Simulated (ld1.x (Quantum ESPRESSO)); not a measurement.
## Logarithmic derivatives: Al, TM

| Item | Value |
| --- | --- |
| Element | Al (Z = 13) |
| Generator | ld1.x (Quantum ESPRESSO) 7.5 |
| Type | norm-conserving Troullier–Martins (Kleinman–Bylander form) |
| Functional | PBE |
| Relativity | scalar-relativistic |
| Frozen core | [He] |
| Valence charge | 11 |
| Reference configuration | 2s2 2p6 3s1 3p0 (charge +2) |
| Partial waves | 2s (bound): rc 0.55 bohr; 2p (bound): rc 1.15 bohr |
| Local potential | the p channel |
| Core correction | none |

Occupied shells without a wave of their own: 3s. They enter only through the test configuration that unscreens the potential.

The phase is arctan(r·u′/u) with u = r·R(r), unwrapped; energies in Ry, scanned from -11 to 5 Ry. A pole is an energy at which the radial function vanishes at the test radius. The pseudo phase is shifted by a multiple of π to meet the all-electron one at the reference energy, and phase errors are pseudo minus all-electron; the curves can meet again beyond the range given. Levels narrower than the energy grid can be missing from the lists of poles.

| channel | radius (bohr) | reference energy (Ry) | poles, all-electron | poles, pseudo | unbroken range about the reference energy with phases within 0.05 rad | phase error 1 Ry above the reference energy (rad) |
| --- | --- | --- | --- | --- | --- | --- |
| s | 1.26 | -9.46 | -8.72 | -8.71 | below -2.1 | +0.004 |
| p | 1.26 | -6.63 | -5.90 | -5.88 | below -1.8 | +0.008 |

The potential misses its own reference levels by up to 0.8 eV.

Phases in the p channel:

```tsv
E (Ry)	all-electron	pseudo
-11.00	1.253	1.260
-10.76	1.245	1.252
-10.52	1.235	1.243
-10.28	1.225	1.234
-10.04	1.213	1.222
-9.80	1.200	1.210
-9.56	1.185	1.195
-9.32	1.166	1.178
-9.08	1.144	1.157
-8.84	1.117	1.131
-8.60	1.083	1.098
-8.36	1.037	1.054
-8.12	0.974	0.993
-7.88	0.879	0.901
-7.64	0.724	0.751
-7.40	0.443	0.473
-7.16	-0.074	-0.048
-6.92	-0.708	-0.701
-6.68	-1.124	-1.124
-6.44	-1.346	-1.345
-6.20	-1.474	-1.471
-5.96	-1.556	-1.550
-5.72	-1.613	-1.605
-5.48	-1.656	-1.646
-5.24	-1.690	-1.678
-5.00	-1.718	-1.704
-4.76	-1.741	-1.726
-4.52	-1.762	-1.746
-4.28	-1.781	-1.762
-4.04	-1.798	-1.778
-3.80	-1.815	-1.792
-3.56	-1.831	-1.806
-3.32	-1.846	-1.819
-3.08	-1.861	-1.831
-2.84	-1.877	-1.844
-2.60	-1.892	-1.856
-2.36	-1.908	-1.868
-2.12	-1.924	-1.880
-1.88	-1.941	-1.893
-1.64	-1.958	-1.905
-1.40	-1.977	-1.918
-1.16	-1.997	-1.932
-0.92	-2.018	-1.946
-0.68	-2.042	-1.961
-0.44	-2.067	-1.977
-0.20	-2.094	-1.993
0.04	-2.124	-2.011
0.28	-2.157	-2.029
0.52	-2.194	-2.050
0.76	-2.236	-2.071
1.00	-2.282	-2.095
1.24	-2.335	-2.120
1.48	-2.395	-2.148
1.72	-2.463	-2.178
1.96	-2.541	-2.212
2.20	-2.630	-2.248
2.44	-2.731	-2.289
2.68	-2.844	-2.335
2.92	-2.968	-2.386
3.16	-3.101	-2.443
3.40	-3.238	-2.506
3.64	-3.376	-2.577
3.88	-3.508	-2.657
4.12	-3.632	-2.745
4.36	-3.745	-2.841
4.60	-3.845	-2.946
4.84	-3.934	-3.057
```
